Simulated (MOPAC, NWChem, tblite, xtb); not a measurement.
# How methods differ on BSiH4ClO (SMILES OB([SiH3])Cl)

BSiH4ClO has 8 atoms, charge 0, and is taken as a singlet. As SMILES, `OB([SiH3])Cl`. The shape is that of a PBE0-D4/def2-TZVP optimisation. This is one conformer, not always the lowest.

```xyz
8

O    -0.4634    1.5509   -0.8880
B    -0.1381    0.2553   -0.7501
Si    0.2663   -0.5562    1.0584
Cl   -0.0591   -0.7768   -2.1964
H    -0.6325    1.8169   -1.7996
H     0.1487    0.4394    2.1559
H     1.6479   -1.1091    1.0491
H    -0.6779   -1.6774    1.3150
```

Quantity: the dipole moment, in D. The values are calculated.

```csv
level,kind,program,value (D),CPU time
PM3,semi-empirical,MOPAC,1.52,under 2 s
PM7,semi-empirical,MOPAC,1.09,under 2 s
GFN1-xTB,semi-empirical,tblite,1.96,under 2 s
GFN0-xTB,semi-empirical,xtb,2.83,under 2 s
HF/STO-3G,Hartree–Fock,NWChem,1.68,2.8 s
HF/3-21G,Hartree–Fock,NWChem,1.56,2.8 s
BLYP/def2-SVP,GGA,NWChem,1.70,26 s
B3LYP/6-31G* (spherical functions),global hybrid,NWChem,1.55,23 s
B3LYP/6-31G* (Cartesian functions),global hybrid,NWChem,1.55,25 s
```

The values span 1.09 to 2.83 D. Magnitudes only. Sets without polarisation functions give poor dipoles. CPU times are rough (shared hosts, several kinds of processor and program).
